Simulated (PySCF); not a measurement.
## Radial density of Sr¹⁶⁺ (strontium, charge +16)

UHF, [Ar] 3d4, high-spin 5D determinant. Calculation: PySCF 2.14, in an even-tempered Gaussian basis (17 s from 1.4 bohr⁻², ratio 2.5; 11 p from 1.8 bohr⁻², ratio 2.5; 8 d from 1.8 bohr⁻², ratio 2.5; 4 f from 7.2 bohr⁻², ratio 2.7; 4 g from 11 bohr⁻², ratio 2.7); the non-relativistic Hamiltonian (point nucleus).

```json
{"r (bohr)": "0.000710", "4πr²ρ (e/bohr)": "0.2284", "4πr²(ρα − ρβ)": "0.0000"}
{"r (bohr)": "0.00119", "4πr²ρ (e/bohr)": "0.6229", "4πr²(ρα − ρβ)": "0.0000"}
{"r (bohr)": "0.00201", "4πr²ρ (e/bohr)": "1.657", "4πr²(ρα − ρβ)": "-0.0001"}
{"r (bohr)": "0.00338", "4πr²ρ (e/bohr)": "4.224", "4πr²(ρα − ρβ)": "-0.0002"}
{"r (bohr)": "0.00568", "4πr²ρ (e/bohr)": "10.03", "4πr²(ρα − ρβ)": "-0.0004"}
{"r (bohr)": "0.00956", "4πr²ρ (e/bohr)": "21.18", "4πr²(ρα − ρβ)": "-0.0008"}
{"r (bohr)": "0.0161", "4πr²ρ (e/bohr)": "36.74", "4πr²(ρα − ρβ)": "-0.0013"}
{"r (bohr)": "0.0270", "4πr²ρ (e/bohr)": "46.79", "4πr²(ρα − ρβ)": "-0.0006"}
{"r (bohr)": "0.0455", "4πr²ρ (e/bohr)": "41.67", "4πr²(ρα − ρβ)": "0.0154"}
{"r (bohr)": "0.0765", "4πr²ρ (e/bohr)": "43.93", "4πr²(ρα − ρβ)": "0.2026"}
{"r (bohr)": "0.129", "4πr²ρ (e/bohr)": "56.32", "4πr²(ρα − ρβ)": "1.5591"}
{"r (bohr)": "0.216", "4πr²ρ (e/bohr)": "31.53", "4πr²(ρα − ρβ)": "6.3260"}
{"r (bohr)": "0.364", "4πr²ρ (e/bohr)": "31.47", "4πr²(ρα − ρβ)": "10.0946"}
{"r (bohr)": "0.612", "4πr²ρ (e/bohr)": "14.50", "4πr²(ρα − ρβ)": "3.6922"}
{"r (bohr)": "1.03", "4πr²ρ (e/bohr)": "0.4476", "4πr²(ρα − ρβ)": "0.1362"}
{"r (bohr)": "1.73", "4πr²ρ (e/bohr)": "0.0005379", "4πr²(ρα − ρβ)": "0.0002"}
```

A non-relativistic calculation at this Z misses sizeable relativistic shifts. Spin-orbit coupling, absent here, splits the open shell strongly.
